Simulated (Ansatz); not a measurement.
`[F][Ga]([F])[O][SiH3]` + CH₃OH → `CO[SiH3]` + `[OH][Ga]([F])[F]` at 298.15 K and 1 bar (ligand exchange at the Si–O bond).

Gas-phase electronic energies from Ansatz, PBE0-D4/def2-TZVP geometries. CBS: MP2 limit from def2 TZ/QZ plus the TZ coupled-cluster correction, frozen cores. This one scheme is used for every species. For Ga outer-core shells are correlated without core-valence functions, which leaves a few kJ/mol of doubt a bond. Scalar relativity is left out up to krypton. One conformer a species, not always the lowest.

| species | CCSD(T)/CBS energy (Eh) | H − E (kJ/mol) | S (J/(mol·K)) |
| --- | --- | --- | --- |
| `[F][Ga]([F])[O][SiH3]` | -2489.72997 | 111.4 | 388.2 |
| CH₃OH | -115.61712 | 146.3 | 238.2 |
| `CO[SiH3]` | -405.93001 | 192.4 | 298.5 |
| `[OH][Ga]([F])[F]` | -2199.41346 | 63.3 | 313.3 |

H − E and S are ideal-gas, rigid-rotor, harmonic terms from PBE0-D4/def2-TZVP, for one conformer and one mirror image of each species. 1 Eh = 2625.50 kJ/mol, R = 8.31446 J/(mol·K).

Question: By hand: ΔE, ΔH, ΔS and ΔG.

Answer: ΔE = (-405.93001) + (-2199.41346) − (-2489.72997) − (-115.61712) = 0.00362 Eh = 9.5 kJ/mol. Δ(H − E) = 192.4 + 63.3 − 111.4 − 146.3 = -2.0, so ΔH = 7.5 kJ/mol. ΔS = 298.5 + 313.3 − 388.2 − 238.2 = -14.6 J/(mol·K). ΔG = 7.5 − 298.15 × (-14.6)/1000 = 11.9 kJ/mol.

Question: By hand: the equilibrium constant, and the temperature at which ΔG would vanish if ΔH and ΔS stayed fixed.

Answer: log₁₀ K = −ΔG/(RT ln 10) = -2.1. ΔH and −TΔS have one sign here, so there is no such temperature.

TΔS isn't small against ΔH here. A doubt of 5 kJ/mol in ΔE shifts log₁₀ K by 0.9 here. Other conformers and mirror images would add mixing entropy, several J/(mol·K) or more a flexible species. Modes under 60 cm⁻¹, often nearly free rotors, make the harmonic entropy too high. These are equilibria of isolated gas molecules and say nothing of rates. Largest T1 diagnostic: 0.015 (customary marks: 0.02 for closed shells, 0.045 for open ones).
